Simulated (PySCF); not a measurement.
## SMILES S(C=C)[SiH2]COC, C4H10OSSi

Geometry (Å), atoms numbered from 1 in this order:
```xyz
17

C    -3.2224    0.7451   -0.0080
C    -2.0500    0.1515    0.1227
S    -1.8467   -1.5972   -0.0541
Si    0.1963   -1.8821    0.5490
C     1.3804   -0.7644   -0.4472
O     1.1633    0.5515    0.0271
C     1.9832    1.5097   -0.5883
H    -4.1174    0.1868   -0.2195
H    -3.3189    1.8124    0.0947
H    -1.1401    0.6897    0.3309
H     0.3295   -1.5483    1.9625
H     0.4297   -3.2841    0.2327
H     1.1984   -0.8123   -1.5305
H     2.4279   -1.0546   -0.2857
H     1.7192    2.4745   -0.1589
H     1.8172    1.5334   -1.6728
H     3.0435    1.3005   -0.3980
```

Computed with PySCF 2.14.0, GIAO B3LYP/pcSseg-1 magnetisability, rotational g tensor and spin-rotation constants, non-relativistic, gas phase. Geometry: GFN2-xTB.

Q: How diamagnetic is it, and how anisotropic?

A: Isotropic -1343 × 10⁻³⁰ J/T², or -80.9 × 10⁻⁶ cm³/mol; principal values -1411, -1365, -1254 × 10⁻³⁰ J/T², anisotropy 139 × 10⁻³⁰ J/T² (root of half the summed squared differences of the principal values). The susceptibility is in cgs units.

Q: Split it along the inertial axes a, b, c into diamagnetic and paramagnetic parts about the centre of mass, with the quadrupole moment.

A: 
```csv
axis,χ (10⁻⁶ cm³/mol),diamagnetic (10⁻⁶ cm³/mol),paramagnetic (10⁻⁶ cm³/mol),summed x² of all electrons (Å²),quadrupole Θ (D Å)
a,-77.7,-668.6,590.9,251.2,+2.62
b,-84.6,-1173.4,1088.8,132.2,+3.46
c,-80.4,-1626.3,1545.9,25.4,-6.08
```
Anisotropies 2χaa − χbb − χcc = +9.6 and 2χbb − χaa − χcc = -11.1 × 10⁻⁶ cm³/mol. Θ is traceless in Buckingham's convention.

Q: And the rotational g tensor?

A: 
```
axis  rotational constant (GHz)        g  nuclear part  electronic part
   a                     2.2545  -0.0277        0.5982          -0.6259
   b                     1.1484  -0.0106        0.5768          -0.5875
   c                     0.8030  -0.0069        0.5763          -0.5832
```
Asymmetric top; isotopes 12C, 1H, 16O, 32S, 28Si; no vibrational averaging.
